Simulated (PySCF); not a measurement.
## Working out the ionisation energy of F⁺

F⁺ [He] 2s2 2p4 (3P) → F²⁺ [He] 2s2 2p3 (4S). Calculation: PySCF 2.14, in aug-cc-pVDZ-DK (4s3p2d, 23 functions); scalar relativity by spin-free X2C-1e. Frozen: 1s2. Energies in hartree (1 hartree = 27.21139 eV):

| part | F⁺ (lower) | F²⁺ (upper) |
| --- | --- | --- |
| UHF | -98.888754 | -97.663623 |
| CCSD correlation | -0.118263 | -0.084901 |
| (T) | -0.001222 | -0.000512 |

Q: What does Hartree-Fock give?

A: (-97.663623) − (-98.888754) = 1.225131 hartree = 33.338 eV.

Q: What do CCSD and CCSD(T) give?

A: The CCSD correlation energies differ by 0.033362 hartree = 0.908 eV and the triples by 0.000710 hartree = 0.019 eV, so CCSD gives 34.246 eV and CCSD(T) 34.265 eV.

Measured between the centres of the two terms (NIST): 34.950 eV, so CCSD(T) (valence) is off by -0.685 eV.

A double-zeta basis recovers only part of the correlation energy.

What remains against the reference includes basis incompleteness, the frozen core and higher excitations.
